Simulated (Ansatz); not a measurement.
Consider the redistribution: `[NH2][Al]([NH2])[F]` + `[OH][Ge][SH]` → `[NH2][Al]([NH2])[SH]` + `[OH][Ge][F]`.

Gas-phase electronic energies from Ansatz, PBE0-D4/def2-TZVP geometries. CCSD(T)/CBS is the MP2 limit (def2-TZVPP, def2-QZVPP) plus CCSD(T) − MP2 in def2-TZVPP, frozen cores. This one scheme is used for every species. Functionals use def2-TZVPP. B3LYP here is the variant with VWN-RPA as its local correlation; programs differ in this. For Ge outer-core shells are correlated without core-valence functions, which leaves a few kJ/mol of doubt a bond. Scalar relativity is left out up to krypton. Each species was taken in one conformer, which may not be the lowest.

(1) Is it downhill or uphill in electronic energy at CCSD(T)/CBS, and by how much? (Best estimate.)

(2) What do these levels give: B3LYP-D4, ωB97M-V, B2PLYP, PBE-QIDH, r2SCAN, B3LYP, r2SCANh, BHLYP, CAM-B3LYP, LC-ωPBE, MP2/def2-TZVPP, CCSD/CBS(def2)? (An estimate is asked.)

Largest T1 diagnostic among the species: 0.015.

## Answers

(1) Computed: Uphill: ΔE = +48.4 kJ/mol.

(2) Ansatz gave: B3LYP-D4 48.2, ωB97M-V 40.2, B2PLYP 47.5, PBE-QIDH 46.4, r2SCAN 47.3, B3LYP 48.3, r2SCANh 47.8, BHLYP 48.1, CAM-B3LYP 42.9, LC-ωPBE 36.3, MP2/def2-TZVPP 48.1, CCSD/CBS(def2) 48.4 kJ/mol.

At CCSD(T), def2-SVP lies −4.7 kJ/mol from the extrapolated value and def2-TZVPP −1.6 kJ/mol. Leaving LDA and LC-ωPBE aside and taking each functional with its dispersion term where it has one, the values, not all of them listed here, spread over 11.1 kJ/mol, from ωB97X-V to BHLYP-D4.
